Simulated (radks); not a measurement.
Task: Coherent X-ray form factor from a spherical all-electron density. Method: non-relativistic Kohn-Sham, r2SCAN, spin-unpolarised, spherical densities, point nucleus; meta-GGA in the generalised Kohn-Sham scheme; computed with a radial shooting solver on a logarithmic mesh with Libxc functionals.

| sin(theta)/lambda (1/angstrom) | f0 (electrons) |
|---|---|
| 0.05 | 7.791 |
| 0.1 | 7.224 |
| 0.15 | 6.442 |
| 0.2 | 5.593 |
| 0.25 | 4.784 |
| 0.3 | 4.073 |
| 0.4 | 3.005 |
| 0.5 | 2.342 |
| 0.6 | 1.950 |
| 0.8 | 1.569 |
| 1 | 1.376 |
| 1.25 | 1.181 |
| 1.5 | 0.994 |
| 2 | 0.671 |

The species is in the configuration that NIST lists as its ground one. Which atom or ion scatters so?

Result: Neutral oxygen, [He] 2s2 2p4. Extrapolating in s^2 from the first two rows gives f0(0) = 8.0, near the electron count 8; among species with that count, the fall with angle is slower the higher Z, and the table is that of Z = 8; from so few rows the species is fixed only to a neighbour or two.
